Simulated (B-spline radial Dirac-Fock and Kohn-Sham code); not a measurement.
Elastic scattering of 74.9 keV electrons by the Ce atom

Method: relativistic (Dirac) partial waves in the static field of the Dirac-Fock atom with Furness-McCarthy exchange, without polarisation or absorption potentials. Computed with a radial finite-basis atomic code.

Input file task.json (cfg lists n, l and occupation; rrms is the nuclear radius in fm):

```json
{"items": [{
  "Z": 58,
  "q": 0,
  "cfg": [[1, 0, 2], [2, 0, 2], [2, 1, 6], [3, 0, 2], [3, 1, 6], [3, 2, 10], [4, 0, 2], [4, 1, 6], [4, 2, 10], [4, 3, 1], [5, 0, 2], [5, 1, 6], [5, 2, 1], [6, 0, 2]],
  "A": 140,
  "rrms": 4.8771,
  "do": "elastic",
  "energies": [[74900.0, 0]],
  "theta": [0, 0.5, 1, 2, 4, 8, 12, 16, 24, 32, 45, 60, 75, 90, 105, 120, 135, 150, 165, 180]
}]}
```

Launch: `python xray2_run.py task.json out`

```tsv
θ (°)	dσ/dΩ (Å²/sr)	Sherman function
0	357	0.000
0.5	159	0.000
1	52.5	0.000
2	11.4	0.000
4	1.59	0.000
8	0.167	0.001
12	0.0423	0.002
16	0.0157	0.004
24	0.00385	0.006
32	0.00141	0.005
45	0.000442	-0.012
60	0.000171	-0.054
75	8.42e-05	-0.111
90	4.84e-05	-0.169
105	3.13e-05	-0.214
120	2.23e-05	-0.233
135	1.73e-05	-0.219
150	1.45e-05	-0.170
165	1.30e-05	-0.093
180	1.26e-05	0.000
```

The total elastic cross section is 0.271 Å², the first transport cross section 0.00130 Å² and the second, weighted with (3/2) sin²θ, 0.00306 Å². The mean deflection is ⟨1 − cos θ⟩ = 0.00481, and 0.058 % of the collisions scatter beyond 90°.
